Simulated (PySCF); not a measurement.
## Computed structure and properties of [Sm(H2O)2]2+

System: [Sm(H2O)2]2+ (singlet in the valence; each metal's 4f electrons, 6 of them, lie in its core potential, out of spins and levels); start: template (D2d). Method: PySCF 2.14.0, RKS PBE0, Sm lcecp-0-SVP with ECP52, O def2-SVP, H def2-SVP; non-relativistic Hamiltonian with scalar-relativistic core potentials where named; density fitting; no spin-orbit coupling.

Input of the relaxation:

```python
mol = gto.M(atom='''
Sm    -0.00000     0.00000     0.00000
O     -0.00000    -0.00000     2.65750
H      0.54450     0.54450     3.24750
H     -0.54450    -0.54450     3.24750
O      0.00000     0.00000    -2.65750
H      0.54450    -0.54450    -3.24750
H     -0.54450     0.54450    -3.24750''',
    basis={'Sm': 'lcecp-0-SVP', 'O': 'def2-SVP', 'H': 'def2-SVP'},
    ecp={'Sm': 'lcecp-0-SVP'},
    charge=2, spin=0)
mf = dft.RKS(mol, xc='PBE0')
mf.grids.atom_grid = (50, 194)  # f atoms: unpruned, at least (60, 302)
mf = mf.density_fit()  # fitting sets: Sm AutoAux, O def2-universal-JKFIT, H def2-universal-JKFIT
mf.conv_tol = 1e-08; mf.max_cycle = 55
mf.kernel(dm0)  # dm0: converged density of the start geometry
# quasi-Newton relaxation in Cartesian coordinates to a largest gradient under 0.00045 Eh/bohr, steps kept in the point group
```

Run from Python with OMP_NUM_THREADS=2; the lines above give its settings. Where DIIS fails, smearing, a level shift and second-order steps follow.
It took 11 s on 2 threads of Arm Neoverse V2, on a shared host, from the converged density of the start.

Course of the relaxation:

```
step  energy above end (eV)  largest force component within the symmetry (eV/Å)
   0                 0.1229                                               0.918
   1                 0.0755                                               0.462
   2                 0.0101                                               0.336
   3                 0.0022                                               0.225
   4                 0.0000                                               0.008
   5                 0.0000                                               0.000
```

Relaxed geometry (D2d):

```xyz
7

Sm    0.0000    0.0000    0.0000
O     0.0000    0.0000    2.4963
H     0.5400    0.5400    3.1012
H    -0.5400   -0.5400    3.1012
O     0.0000    0.0000   -2.4963
H     0.5400   -0.5400   -3.1012
H    -0.5400    0.5400   -3.1012
```

| contact | Å |
| --- | --- |
| Sm1–O2 (H2O) | 2.496 |
| Sm1–O5 (H2O) | 2.496 |

On the finer grid (75, 302):

The HOMO is not given (4f levels lie in the core) and the LUMO is not given (4f levels lie in the core). The dipole about the centre of mass is 0.00 D. The set of Mulliken populations of Sm1 outside the core potential is s 2.07, p 6.07, d 0.26, f 0.01 and the D3(BJ) dispersion energy (not in the energies) is -0.075 eV.

```csv
atom,Mulliken (e),Löwdin (e),spin (e)
Sm1,1.59,1.48,0.00
O2,-0.34,-0.06,0.00
H3,0.27,0.16,0.00
H4,0.27,0.16,0.00
O5,-0.34,-0.06,0.00
H6,0.27,0.16,0.00
H7,0.27,0.16,0.00
```

The 4f levels lie in the core potential and are missing. Their spin isn't counted.

On the grid (50, 194), as all that follows. Harmonic modes: a minimum within the noise of the softest modes; lowest -24 cm⁻¹ (negative: unstable), highest 3810 cm⁻¹, zero-point energy 1.326 eV.

Taking off one H2O (charge 0, singlet; the rest: singlet) in vacuum, both parts rigid, costs 2.11 eV; the small basis without counterpoise inflates it. Parting with an electron moved from the ligand to the metal can be far cheaper, even downhill.

Rigid scan of H2O along the line from its metal:

| distance to O2 (Å) | energy (eV) |
| --- | --- |
| 2.20 | 0.384 |
| 2.30 | 0.146 |
| 2.40 | 0.031 |
| 2.50 | 0.000 |
| 2.60 | 0.024 |
| 2.70 | 0.082 |
| 2.90 | 0.253 |

One start shape was tried, so this needn't be the lowest isomer.

An lcecp potential fixes the number of 4f electrons, so in runs with it no electron can move into or out of that shell.
